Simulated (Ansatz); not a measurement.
Input and output for [Ni(OH)4]2- (NiO₄H₄²⁻).

```yaml
crystal:
  periodic: [false, false, false]
  atoms:
    - {symbol: Ni, position_ang: [0.093825, 0.168204, -0.133689]}
    - {symbol: O, position_ang: [0.198184, 0.623599, 1.780805]}
    - {symbol: H, position_ang: [-0.654903, 1.102403, 1.773039]}
    - {symbol: O, position_ang: [2.031764, -0.496863, -0.300816]}
    - {symbol: H, position_ang: [2.245550, -0.417165, 0.647504]}
    - {symbol: O, position_ang: [-1.528680, 1.398453, -0.418037]}
    - {symbol: H, position_ang: [-2.061474, 0.745615, -0.909698]}
    - {symbol: O, position_ang: [-0.591565, -1.327882, -1.218042]}
    - {symbol: H, position_ang: [0.267300, -1.796375, -1.221056]}
basis:
  gaussian: {orbitals: ANO-RCC-VTZP}
total_charge: -2
magnetization: {spin_polarized: true, initial_magnetization: 2}
hamiltonian: {xc: {name: RPBE}, dispersion: d3bjatm}
scf: {omitted_lower_state_checks: [starts]}
output: {forces: true}
```

```sh
$ ansatz run in.yaml --threads 4 --pin off --events-out ev --progress --plain --max-ram 8704MiB
```

Output, abridged:

```
Functional definition: RPBE
1639 factors; their error is unknown
mean field evaluation 1: about -48935.9227 eV, gradient 3.1e2 eV
mean field evaluation 2: about -42924.3159 eV, gradient 1.9e3 eV
mean field evaluation 4: about -46209.8353 eV, gradient 1.3e3 eV
mean field evaluation 8: about -49606.4194 eV, gradient 4.6e1 eV
mean field evaluation 16: about -49640.8927 eV, gradient 2.4e-1 eV
mean field -49640.89349001 eV, -1824.2691879516 hartree, gradient 2.4e-5 eV, S^2 2.008398; 0 other end points of the search recorded, 0 dependent functions left out
reference -49640.89354922 eV, -1824.2691901276 hartree; 34, 32 occupied and 201, 203 virtual orbitals, 1639 factors
Total energy: -49641.77236011 eV, -1824.3014858321 hartree
Relativity: scalar
Atom 0 at     0.093825     0.168204    -0.133689 Å, force    -0.035251    -0.063853     0.049913 eV/Å
Atom 1 at     0.198184     0.623599     1.780805 Å, force    -0.126056     0.088934     0.021323 eV/Å
Atom 2 at    -0.654903     1.102403     1.773039 Å, force     0.144530    -0.075069    -0.015400 eV/Å
Atom 3 at     2.031764    -0.496863    -0.300816 Å, force     0.112068    -0.005926     0.125769 eV/Å
Atom 4 at     2.245550    -0.417165     0.647504 Å, force    -0.058252     0.000996    -0.148682 eV/Å
Atom 5 at    -1.528680     1.398453    -0.418037 Å, force    -0.141891    -0.048138    -0.093464 eV/Å
Atom 6 at    -2.061474     0.745615    -0.909698 Å, force     0.112910     0.095736     0.081570 eV/Å
Atom 7 at    -0.591565    -1.327882    -1.218042 Å, force     0.128327    -0.086839    -0.025766 eV/Å
Atom 8 at     0.267300    -1.796375    -1.221056 Å, force    -0.136385     0.094160     0.004738 eV/Å
Dipole moment:    -0.014833    -0.027507     0.021654 e Å
Checks for a lower state left out: starts
```

Hardware: 4 threads of Arm Neoverse V1 on a shared host. Wall time 16 s.

DK, ANO-RCC and x2c sets are all-electron and run with scalar relativity unless a key says otherwise. A multiply charged anion in the gas phase is held together partly by the finite basis. The highest occupied level of an anion often lies above zero with these methods, and sets without diffuse functions describe the outer electron poorly.

The dipole of an ion depends on the origin.
